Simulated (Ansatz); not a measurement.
The same group exchange along the group Al, Ga, In.

Computed with Ansatz on PBE0-D4/def2-TZVP structures; ΔE is electronic, products minus reactants. CCSD(T)/CBS adds triple-zeta CCSD(T) − MP2 to the extrapolated MP2 energy (def2 sets, frozen cores). This one scheme is used for every species. DFT in def2-TZVPP. B3LYP here is the variant with VWN-RPA as its local correlation; programs differ in this. Elements past krypton have def2 core potentials. For Br, Ga, In outer-core shells are correlated without core-valence functions, which leaves a few kJ/mol of doubt a bond. Scalar relativity is left out up to krypton. One conformer a species, not always the lowest.

| reaction | CCSD(T)/CBS(def2) (kJ/mol) |
| --- | --- |
| `[AlH2][O][SiH3]` + `OC(O)Br` → `[SiH3][O][AlH][Br]` + `OCO` | -218 |
| `[SiH3][O][GaH2]` + `OC(O)Br` → `[SiH3][O][GaH][Br]` + `OCO` | -184 |
| `[SiH3][O][InH2]` + `OC(O)Br` → `[SiH3][O][InH][Br]` + `OCO` | ? |

Question: Fill in the missing values. (An estimate is asked.)

Answer: Ansatz gave: `[SiH3][O][InH2]` + `OC(O)Br` → `[SiH3][O][InH][Br]` + `OCO`: -188.2 kJ/mol.

Largest T1 diagnostic: 0.015, for `[SiH3][O][InH2]`.
